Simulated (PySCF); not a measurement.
Isomers of C7H14Si2, from PBE0-D3(BJ)/def2-SVP geometry optimisation, gas phase (PySCF 2.14.0). One conformer each, no zero-point energy, no frequencies.

Question: Which isomer lies lower at this level?
A. `[CH:1]#[C:2][C@@H:3]([CH2:4][SiH3:5])[CH2:6][SiH2:7][CH:8]=[CH2:9]` with C2–C3–C4–Si5 -53°, C2–C3–C6–Si7 175°, C3–C6–Si7–C8 -165°, C6–Si7–C8–C9 117°: A = 2110, B = 466.4, C = 398.2 MHz, dipole 1.39 D
B. `[SiH3:1][C:2]#[C:3][SiH2:4][CH:5]1[CH2:6][CH2:7][CH2:8][CH2:9]1` with C3–Si4–C5–C6 -60°, Si4–C5–C6–C7 166°, C5–C6–C7–C8 -40°, C6–C7–C8–C9 23°, C7–C8–C9–C5 2°: A = 1696, B = 534.1, C = 459.7 MHz, dipole 1.07 D

Answer: B. That is `[SiH3]C#C[SiH2]C1CCCC1`, 37.4 kcal/mol below the other.

```tsv
SMILES	mapped SMILES	E (Eh)	relative (kcal/mol)	relative (kJ/mol)	dipole (D)
[SiH3]C#C[SiH2]C1CCCC1	[SiH3:1][C:2]#[C:3][SiH2:4][CH:5]1[CH2:6][CH2:7][CH2:8][CH2:9]1	-853.16907	0.0	0.0	1.07
C#C[C@@H](C[SiH3])C[SiH2]C=C	[CH:1]#[C:2][C@@H:3]([CH2:4][SiH3:5])[CH2:6][SiH2:7][CH:8]=[CH2:9]	-853.10953	37.4	156.3	1.39
```

As drawn, the higher has a C=C bond outside aromatic rings, which the lower lacks.
